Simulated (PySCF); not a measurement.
BF2 (SMILES F[B]F), doublet, at a GFN2-xTB geometry. Base run: HF/6-31G* in PySCF.

Here is a job for PySCF.
```python
from pyscf import gto, scf

mol = gto.Mole()
mol.atom = '''
    F    -1.09933277   -0.18974845    0.05097832
    B    -0.01799801    0.56075196   -0.01779468
    F     1.10933166   -0.12178042   -0.04109239
'''
mol.basis = '6-31g*'
mol.spin = 1
mol.verbose = 4
mol.build()

mf = scf.UHF(mol)
mf.kernel()
```

The base run was repeated with changes; each row names its change, and settings that it needs were set with it.

```json
[
 {"change": "base", "ΔE vs base (mEh)": "0.000", "SCF cycles": "11", "<S^2>": "0.752"},
 {"change": "conv_tol_grad = 1e-7", "ΔE vs base (mEh)": "0.000", "SCF cycles": "13", "<S^2>": "0.752"},
 {"change": "DIIS = ADIIS", "ΔE vs base (mEh)": "0.000", "SCF cycles": "19", "<S^2>": "0.752"},
 {"change": "conv_tol = 1e-12", "ΔE vs base (mEh)": "0.000", "SCF cycles": "13", "<S^2>": "0.752"},
 {"change": "diis_space = 12", "ΔE vs base (mEh)": "0.000", "SCF cycles": "11", "<S^2>": "0.752"},
 {"change": "diis_space = 2", "ΔE vs base (mEh)": "0.000", "SCF cycles": "15", "<S^2>": "0.752"},
 {"change": "init_guess = 1e", "ΔE vs base (mEh)": "0.000", "SCF cycles": "12", "<S^2>": "0.752"},
 {"change": "init_guess = mod_huckel", "ΔE vs base (mEh)": "0.000", "SCF cycles": "10", "<S^2>": "0.752"},
 {"change": "init_guess = sap", "ΔE vs base (mEh)": "0.000", "SCF cycles": "10", "<S^2>": "0.752"},
 {"change": "diis = off; damp = 0.3 (with mf.diis_start_cycle = 200; with mf.max_cycle = 150)", "ΔE vs base (mEh)": "0.000", "SCF cycles": "25", "<S^2>": "0.752"},
 {"change": "level_shift = 0.5 (with mf.max_cycle = 100)", "ΔE vs base (mEh)": "0.000", "SCF cycles": "14", "<S^2>": "0.752"},
 {"change": "conv_tol_grad = 1e-3", "ΔE vs base (mEh)": "0.000", "SCF cycles": "11", "<S^2>": "0.752"},
 {"change": "init_guess = atom", "ΔE vs base (mEh)": "0.000", "SCF cycles": "11", "<S^2>": "0.752"}
]
```

Open shells are given as the SCF converged; they aren't shown to be the lowest states, and a large step between rows can be another state.
